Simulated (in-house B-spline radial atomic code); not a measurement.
The manganese ion Mn²⁺ is squeezed into an impenetrable sphere of radius R (the orbitals vanish at R). All numbers are computed (Dirac-Kohn-Sham LDA VWN5, spherical fractional occupations; Fermi nucleus of rms radius 3.7057 fm) with an all-electron radial atomic-structure program (B-spline basis), not measured.

Energies in eV above the free ion in [Ar] 3d5:

```csv
R (bohr),highest level (eV),[Ar] 3d5,[Ne] 3s2 3p5 3d6
9.99,-24.6,0,47.91
5.52,-24.5,0.01929,47.93
4.83,-24.4,0.08823,48
4.49,-24.3,0.1844,48.1
3.68,-23.3,1.045,49.02
2.83,-19.4,6.803,55.32
2.52,-15.8,14.31,63.48
2.18,-8.29,34.77,85.3
1.7,18.2,143.5,197.6
1.52,39,257.5,313.1
```

Does [Ne] 3s2 3p5 3d6 fall below [Ar] 3d5 under compression?

No, it stays above over the whole range.

The highest level is first positive in the row R = 1.7 bohr, pushed up by confinement above the zero of the free ion's potential. Each configuration is held fixed and needn't be the lowest in the sphere.
